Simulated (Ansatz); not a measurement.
CrH₄⁻. Charge -1, multiplicity 4. Geometry PBE-D4/def2-TZVP, that of the neutral triplet.

```xyz
5

Cr    0.000    0.000    0.000
H     0.834   -0.932    0.994
H     0.992    0.679   -1.052
H    -0.748    1.137    0.837
H    -1.079   -0.884   -0.779
```

At PBE-D4/def2-TZVPD, r2SCAN-D4/def2-TZVPD, PBE0-D4/def2-TZVPD the highest occupied level of the charge -1 quartet lies above zero (up to 1.61 eV). By energy differences its removal costs 1.11 eV (vertical, to the charge 0 triplet, at PBE-D4/def2-TZVPD); a positive level beside a positive removal energy at the same level points to self-interaction error. At PBE-D4/def2-TZVPD the gap within one spin of the charge -1 quartet nearly closes, so an electron or hole may be smeared out by delocalisation error. At PBE0-D4/def2-TZVPD the charge -1 quartet is spin-contaminated (final ⟨S²⟩ up to 3.87, 3.75 for a pure state).

Task: Estimate the α-spin orbital energies around the gap (eV) in Ansatz with PBE-D4/def2-TZVPD, r2SCAN-D4/def2-TZVPD, PBE0-D4/def2-TZVPD.

Result: 
| orbital | PBE-D4/def2-TZVPD | r2SCAN-D4/def2-TZVPD | PBE0-D4/def2-TZVPD |
| --- | --- | --- | --- |
| HOMO−5 | -1.98 | -2.31 | -3.71 |
| HOMO−4 | -1.92 | -2.20 | -3.21 |
| HOMO−3 | -1.92 | -2.20 | -3.16 |
| HOMO−2 | -0.21 | -0.66 | -2.62 |
| HOMO−1 | 0.09 | -0.66 | -2.31 |
| HOMO | 1.61 | 1.36 | 0.37 |
| LUMO | 1.72 | 1.91 | 2.69 |
| LUMO+1 | 1.72 | 1.91 | 2.70 |
| LUMO+2 | 4.18 | 4.82 | 4.61 |
| LUMO+3 | 4.32 | 4.90 | 4.90 |
| LUMO+4 | 4.32 | 4.90 | 4.91 |
| LUMO+5 | 4.49 | 5.09 | 5.05 |
| β HOMO | -1.38 | -1.43 | -2.37 |
| β LUMO | 2.70 | 3.05 | 3.64 |
